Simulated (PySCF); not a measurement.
Molecule: `[SiH3]O/C=C\C#N`, C₃H₅NOSi.

Cartesian coordinates in Å; atom numbers follow the order of the lines, from 1:
```xyz
11

N    -1.158    2.428   -0.199
C    -1.366    1.300   -0.158
C    -1.668   -0.068   -0.121
C    -0.769   -1.062   -0.077
O     0.546   -0.981   -0.056
Si    1.808    0.042    0.158
H    -2.721   -0.310   -0.141
H    -1.122   -2.091   -0.069
H     2.393   -0.442    1.406
H     2.621   -0.261   -1.013
H     1.441    1.446    0.244
```

Frames of a GFN2-xTB Langevin trajectory at 600 K; GIAO PBE0/pcSseg-1 shieldings in PySCF, gas phase, non-relativistic; equivalent atoms averaged within each frame.

Shifts are taken against calculated references (same method and geometry level): NH3 for 15N (σ = 267.73 ppm); TMS for 13C (σ = 186.93 ppm), 29Si (σ = 349.16 ppm), 1H (σ = 31.72 ppm); 17O (σ = 336.08 ppm) vs H2O. The references are static minima.

**Question.** How do the shifts (ppm) fluctuate along the trajectory?

**Answer.** 
```
         time (fs)     N1     C4     C2    C3     O5    Si6    H8  H9/H10/H11    H7
               250  336.2  180.6  124.7  78.9  182.4   -4.8  7.72        5.28  4.88
               425  330.5  162.3  118.2  80.0  151.9  -20.4  7.46        5.39  5.40
               625  346.2  178.2  124.1  82.8  154.6  -28.5  7.47        5.88  5.40
               800  350.2  179.3  130.0  85.2  146.5  -21.5  8.63        6.73  3.28
              1000  344.5  170.7  128.2  97.1  122.9  -26.8  7.15        5.87  5.45
    mean of frames  341.5  174.2  125.0  84.8  151.7  -20.4  7.69        5.83  4.88
standard deviation    8.0    7.7    4.5   7.3   21.2    9.4  0.56        0.57  0.93
```

5 frames give an uncertainty of the mean of about the standard deviation over 2.2 at best, since frames this close in time may not be independent; classical motion lacks zero-point vibration, and the reference would need the same averaging.
